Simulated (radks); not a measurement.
Results of a calculation; reference values are marked as such.
Problem. These are the eigenvalues of the occupied orbitals of an atom or ion with whole-number occupations (hartree). Level of theory: Dirac Kohn-Sham, BLYP, spin-unpolarised, spherical densities, point nucleus (a radial shooting solver on a logarithmic mesh with Libxc functionals).

orbital  eigenvalue
1s1/2     -692.7391
2s1/2     -98.37381
2p1/2     -90.43145
2p3/2     -86.90967
3s1/2     -17.83208
3p1/2     -14.84329
3p3/2     -14.27224
3d3/2      -8.99352
3d5/2      -8.88710
4s1/2      -3.79225
4p1/2      -2.94253
4p3/2      -2.85829
4d3/2      -1.59667

Which element is it, and in what charge state? The configuration may be excited. Open shells, if any, fill j = l - 1/2 first.

Solution. Z = 41, niobium, charge +4: Nb4+ in [Kr] 4d1. The list shows which subshells hold electrons but not how many an open one holds; the 1s level, -692.74 hartree, gives Z - s = 37.2 by -(Z - s)^2/2, which with screening and relativity narrows Z to a few neighbours, and the depths of the outer levels then fix element, charge and occupations together.
